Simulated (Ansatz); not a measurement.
Basis sets compared for the cluster Pb2O4. Total charge 0; singlet. Geometry PBE-D4/def2-SVP. Ansatz on 4 threads of Arm Neoverse V2 on a shared host; times are rough, and most runs start from earlier orbitals.

```csv
atom,x (Å),y (Å),z (Å)
Pb1,0.779,-1.208,-1.058
Pb2,0.396,0.814,1.715
O3,-1.235,0.672,-0.226
O4,-1.046,-0.629,0.575
O5,1.833,-0.116,0.481
O6,-0.725,0.468,-1.487
```

In the def2 sets Pb takes a core potential; there is no spin–orbit coupling. The structure holds 2 bonds between oxygen atoms, so isomers without such links may lie far lower. At PBE0-D4/def2-TZVP a triplet of charge 0 lies 0.70 eV below the restricted singlet, each at its own geometry. The structure comes from a short search, and lower isomers may exist.

| level | functions | energy (Eh) | HOMO (eV) | LUMO (eV) | wall time |
| --- | --- | --- | --- | --- | --- |
| PBE-D4/def2-SVP | 108 | -686.1114 | -4.63 | -2.62 | 1.1 s |
| PBE-D4/def2-TZVP | 224 | -686.5027 | -4.79 | -2.74 | 2.6 s |
| r2SCAN-D4/def2-TZVP | 224 | -686.7530 | -4.99 | -2.61 | 6 s |
| PBE0-D4/def2-SVP | 108 | -685.9913 | -6.00 | -2.01 | 1.7 s |
| PBE0-D4/def2-TZVP | 224 | -686.3804 | -6.13 | -2.10 | 5.5 s |

(1) Estimate the rows for PBE-D4/def2-TZVPD, r2SCAN-D4/def2-TZVPD, PBE0-D4/def2-TZVPD.

## Answers

(1) 
```
               level  functions  energy (Eh)  HOMO (eV)  LUMO (eV)  wall time
   PBE-D4/def2-TZVPD        272    -686.5067      -4.85      -2.79        4 s
r2SCAN-D4/def2-TZVPD        272    -686.7566      -5.03      -2.63      8.5 s
  PBE0-D4/def2-TZVPD        272    -686.3842      -6.17      -2.13      6.5 s
```
